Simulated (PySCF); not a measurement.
Members of one series of related molecules.

All values: PBE0/pcSseg-1 (PySCF) at GFN2-xTB geometries, gas phase, one conformer each.

(1) Rank by HOMO energy, lowest first.
A. `CN1CC[Si@]1(N)CC(F)F`
B. `[Si@]1(N)(N(C)CC1)CCC`
C. `C#CC[Si@@]1(N)CCN1C`
D. `N1(C)CC[Si@]1(CCC#N)N`
E. `CN1CC[Si@@]1(N)CCN`

Results:

(1) D (-6.32 eV), A (-6.18 eV), C (-5.99 eV), B (-5.84 eV), E (-5.69 eV).

All values together:

```csv
SMILES,change,formula,μ (D),HOMO (eV),LUMO (eV),lowest IAO charge (e),highest IAO charge (e),lowest Hirshfeld charge (e),highest Hirshfeld charge (e)
CN1CC[Si@@]1(C)N,parent,C4H12N2Si,0.97,-5.90,1.25,-0.843 (N),+1.239 (Si),-0.321 (N),+0.443 (Si)
CCC[Si@]1(N)CCN1C,H on C replaced by C2H5,C6H16N2Si,1.03,-5.84,1.11,-0.845 (N),+1.220 (Si),-0.313 (N),+0.439 (Si)
C=NC[Si@]1(N)CCN1C,H on C replaced by N=CH2,C5H13N3Si,0.56,-5.96,-0.14,-0.845 (N),+1.239 (Si),-0.321 (N),+0.439 (Si)
CN1CC[Si@@]1(N)CCN,H on C replaced by CH2NH2,C5H15N3Si,2.30,-5.69,1.14,-0.860 (N),+1.228 (Si),-0.334 (N),+0.431 (Si)
C#CC[Si@@]1(N)CCN1C,H on C replaced by ethynyl,C6H12N2Si,0.86,-5.99,1.09,-0.842 (N),+1.247 (Si),-0.319 (N),+0.446 (Si)
CN1CC[Si@]1(N)CC(F)F,H on C replaced by CHF2,C5H12F2N2Si,1.95,-6.18,0.97,-0.839 (N),+1.227 (Si),-0.318 (N),+0.434 (Si)
CN1CC[Si@@]1(N)CCC#N,H on C replaced by CH2CN,C6H13N3Si,4.88,-6.32,0.65,-0.839 (N),+1.220 (Si),-0.316 (N),+0.440 (Si)
CN1CC[Si@]1(N)CC#N,H on C replaced by CN,C5H11N3Si,3.41,-6.34,0.71,-0.840 (N),+1.249 (Si),-0.314 (N),+0.452 (Si)
CSC[Si@@]1(N)CCN1C,H on C replaced by SCH3,C5H14N2SSi,0.68,-5.92,0.78,-0.841 (N),+1.228 (Si),-0.319 (N),+0.427 (Si)
CC#CC[Si@@]1(N)CCN1C,H on C replaced by propynyl,C7H14N2Si,1.27,-5.88,1.09,-0.842 (N),+1.246 (Si),-0.320 (N),+0.444 (Si)
CN1CC[Si@@]1(N)CS[SiH3],H on C replaced by SSiH3,C4H14N2SSi2,1.21,-6.02,0.15,-0.846 (N),+1.223 (Si),-0.318 (N),+0.429 (Si)
```

Conformers: `[CH3:1][N:2]1[CH2:3][CH2:4][Si@@:5]1([CH3:6])[NH2:7]` with C4–Si5–N7–H -108° and 37°; `[CH3:1][CH2:2][CH2:3][Si@:4]1([NH2:5])[CH2:6][CH2:7][N:8]1[CH3:9]` with C1–C2–C3–Si4 -57°, C2–C3–Si4–N5 -33°, C3–Si4–N5–H -24° and -170°; `[CH2:1]=[N:2][CH2:3][Si@:4]1([NH2:5])[CH2:6][CH2:7][N:8]1[CH3:9]` with C1–N2–C3–Si4 -107°, N2–C3–Si4–N5 -26°, C3–Si4–N5–H -6° and -166°; `[CH3:1][N:2]1[CH2:3][CH2:4][Si@@:5]1([NH2:6])[CH2:7][CH2:8][NH2:9]` with C4–Si5–N6–H -28° and 116°, C4–Si5–C7–C8 -90°, Si5–C7–C8–N9 -67°, C7–C8–N9–H -178° and -60°; `[CH:1]#[C:2][CH2:3][Si@@:4]1([NH2:5])[CH2:6][CH2:7][N:8]1[CH3:9]` with C2–C3–Si4–N5 63°, C3–Si4–N5–H -32° and -179°; `[CH3:1][N:2]1[CH2:3][CH2:4][Si@:5]1([NH2:6])[CH2:7][CH:8]([F:9])[F:10]` with C4–Si5–N6–H -167° and 44°, C4–Si5–C7–C8 -147°, Si5–C7–C8–F9 -56°; `[CH3:1][N:2]1[CH2:3][CH2:4][Si@@:5]1([NH2:6])[CH2:7][CH2:8][C:9]#[N:10]` with C4–Si5–N6–H -42° and 164°, C4–Si5–C7–C8 46°, Si5–C7–C8–C9 176°; `[CH3:1][N:2]1[CH2:3][CH2:4][Si@:5]1([NH2:6])[CH2:7][C:8]#[N:9]` with C4–Si5–N6–H 44° and -167°, C4–Si5–C7–C8 -177°; `[CH3:1][S:2][CH2:3][Si@@:4]1([NH2:5])[CH2:6][CH2:7][N:8]1[CH3:9]` with C1–S2–C3–Si4 177°, S2–C3–Si4–N5 60°, C3–Si4–N5–H 180° and -33°; `[CH3:1][C:2]#[C:3][CH2:4][Si@@:5]1([NH2:6])[CH2:7][CH2:8][N:9]1[CH3:10]` with C3–C4–Si5–N6 67°, C4–Si5–N6–H -178° and -31°; `[CH3:1][N:2]1[CH2:3][CH2:4][Si@@:5]1([NH2:6])[CH2:7][S:8][SiH3:9]` with C4–Si5–N6–H -26° and 126°, C4–Si5–C7–S8 -158°, Si5–C7–S8–Si9 -72°.

Problem. Give the shifts from the parent, `CN1CC[Si@@]1(C)N`.

Solution. 
| SMILES | change in μ (D) | change in HOMO (eV) | change in LUMO (eV) |
| --- | --- | --- | --- |
| CCC[Si@]1(N)CCN1C | +0.06 | +0.06 | -0.14 |
| C=NC[Si@]1(N)CCN1C | -0.41 | -0.06 | -1.39 |
| CN1CC[Si@@]1(N)CCN | +1.33 | +0.21 | -0.11 |
| C#CC[Si@@]1(N)CCN1C | -0.11 | -0.09 | -0.16 |
| CN1CC[Si@]1(N)CC(F)F | +0.98 | -0.28 | -0.28 |
| CN1CC[Si@@]1(N)CCC#N | +3.91 | -0.42 | -0.60 |
| CN1CC[Si@]1(N)CC#N | +2.44 | -0.44 | -0.54 |
| CSC[Si@@]1(N)CCN1C | -0.29 | -0.02 | -0.47 |
| CC#CC[Si@@]1(N)CCN1C | +0.30 | +0.02 | -0.16 |
| CN1CC[Si@@]1(N)CS[SiH3] | +0.24 | -0.12 | -1.10 |
